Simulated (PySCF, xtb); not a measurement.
F4Ti, SMILES [F][Ti-]([F])([F])[F] (connectivity only; charge and spin as stated), charge -1, multiplicity 2.

Harmonic wavenumbers (cm⁻¹) from xtb with GFN2-xTB at its own minimum, in rising order: 104, 180, 180, 202, 212, 439, 442, 510, 511.

Problem. What does PySCF with PBE-D3(BJ)/def2-SVPD give at its own minimum? (The exact figures need the calculation; the answer reports its results.)

Solution. 124, 167, 181, 181, 187, 544, 551, 617, 617. Paired by order, the mean absolute difference is 56 cm⁻¹ and the zero-point energies are 4.0 and 4.5 kcal/mol.
